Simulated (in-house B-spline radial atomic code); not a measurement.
## Ionising V VIII (V7+) with different functionals

Computed with a radial B-spline atomic code at the basis-set limit: four-component Dirac-Coulomb Hamiltonian, Fermi nucleus of rms radius 3.6002 fm, spin-restricted, spherical fractional occupations for the functionals, and exact exchange of hybrids averaged over the configuration. The ionisation energy is the difference of two self-consistent energies, [Ne] 3s2 3p4 → [Ne] 3s2 3p3, without Breit or QED terms; ε is the level of the shell that loses the electron (mean over j). The electron is taken from both j subshells in proportion to 2j + 1, so the result is a j average, not the step between ground levels.

```csv
method,rung,ΔSCF (eV),-ε(3p) (eV)
BHandHLYP,global hybrid,?,?
PBE0,global hybrid,?,?
wB97X,range-separated hybrid,176.56,169.98
LC-wPBE,range-separated hybrid,176.75,170.03
```

Question: What does BHandHLYP give?

Answer: ΔSCF 176.38 eV, and -ε(3p) = 170.60 eV.

Question: What does PBE0 give?

Answer: ΔSCF 176.58 eV, and -ε(3p) = 167.54 eV.

Question: Among the functionals, which spreads more, the ΔSCF values or the orbital energies?

Answer: The orbital energies: ΔSCF values span about 0.38 eV and the orbital energies 3.06 eV; here energy differences depend much less on the functional than eigenvalues do.

Question: How do they compare with the NIST value?

Answer: NIST lists 173.6 eV ± 0.21 (semi-empirical, ground level to ground level). Errors run from +2.83 to +3.20 eV. The correlated functionals all miss on the same side by more than they spread, so the cause is common to them (Breit-QED terms, spin polarisation, the choice among j levels, multiplet and fine-structure energies, or a listed next ion that isn't the cheapest removal here) and closeness doesn't rank the functionals.
